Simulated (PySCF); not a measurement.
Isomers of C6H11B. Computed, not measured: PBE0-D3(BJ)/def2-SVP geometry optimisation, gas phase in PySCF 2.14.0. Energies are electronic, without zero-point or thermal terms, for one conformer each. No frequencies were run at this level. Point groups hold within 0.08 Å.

Question: Order them by energy at this level, lowest first, and give relative energies in kcal/mol.
A. BEt2(CCH), `C#CB(CC)CC`
B. `[BH2:1][C@H:2]1[CH2:3][CH2:4][C:5]12[CH2:6][CH2:7]2` with H–B1–C2–C3 -10° and 176°
C. `[CH2:1]=[C:2]=[CH:3][CH2:4][B:5]([CH3:6])[CH3:7]` with C2–C3–C4–B5 -116°, C3–C4–B5–C6 178°

Answer: C (0.0), A (3.7), B (15.6).

As drawn, the lowest has cumulated double bonds and a C=C bond outside aromatic rings, which the highest lacks; the highest has a three-membered ring, a four-membered ring and a quaternary carbon, which the lowest lacks.

```
         SMILES      E (Eh)  E rel (kcal/mol)  dipole (D)  point group     A, B, C (MHz)
    C=C=CCB(C)C  -259.55798               0.0        0.72           C1  5494, 1154, 1053
     C#CB(CC)CC  -259.55203               3.7        0.07      near C2  2438, 2113, 1275
B[C@H]1CCC12CC2  -259.53313              15.6        1.35           C1  4097, 2706, 2126
```

As an exercise, what shares would exp(−E/RT) give at 1000 K from these electronic energies alone (no entropy, no degeneracies)?

RT = 1.987 kcal/mol: C=C=CCB(C)C 86.7 %, C#CB(CC)CC 13.3 %, B[C@H]1CCC12CC2 under 0.1 %.
